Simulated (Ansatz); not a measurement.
Reactions of Cl$_{3}$GeH, SMILES `[Cl][GeH]([Cl])[Cl]`.

Computed with Ansatz on PBE0-D4/def2-TZVP structures; ΔE is electronic, products minus reactants. CCSD(T)/CBS is the MP2 limit (def2-TZVPP, def2-QZVPP) plus CCSD(T) − MP2 in def2-TZVPP, frozen cores. This one scheme is used for every species. def2 core potentials past Kr. For Br, Ga, Ge, In, Se outer-core shells are correlated without core-valence functions, which leaves a few kJ/mol of doubt a bond. Scalar relativity is left out up to krypton. Each species was taken in one conformer, which may not be the lowest.

(1) Order these by ΔE at CCSD(T)/CBS, lowest first. (An estimate is asked.)
A. `[Cl][GeH]([Cl])[Cl]` + `CC(F)(F)CCl` → `Cl[CH2][GeH]([Cl])[Cl]` + `CC(F)(F)Cl`
B. `[Cl][GeH]([Cl])[Cl]` + `[GeH3][c]1ccccc1` → `[Cl][GeH]([Cl])[GeH3]` + `Clc1ccccc1`
C. `[Cl][GeH]([Cl])[Cl]` + `CC[SeH]` → `[Cl][GeH]([Cl])[SeH]` + `CCCl`
D. `[Cl][GeH]([Cl])[Cl]` + `[OH][GaH][GeH3]` → `[Cl][GeH]([Cl])[GeH3]` + `[OH][GaH][Cl]`
E. `[Cl][GeH]([Cl])[Cl]` + `[SH][In]([SH])[Br]` → `[Cl][GeH]([Cl])[Br]` + `[SH][In]([SH])[Cl]`
F. `[Cl][GeH]([Cl])[Cl]` + H₂O → `[OH][GeH]([Cl])[Cl]` + HCl
G. `[Cl][GeH]([Cl])[Cl]` + H₂ → `[Cl][GeH2][Cl]` + HCl
H. `[Cl][GeH]([Cl])[Cl]` + `NB([SeH])CO` → `[Cl][GeH]([Cl])[SeH]` + `NB(Cl)CO`

Largest T1 diagnostic: 0.014, for `[OH][GaH][GeH3]`.

Answers

(1) D (-55.6 kJ/mol), H (-21.6 kJ/mol), E (+12.5 kJ/mol), C (+22.0 kJ/mol), F (+30.0 kJ/mol), G (+49.6 kJ/mol), B (+75.0 kJ/mol), A (+116.1 kJ/mol).
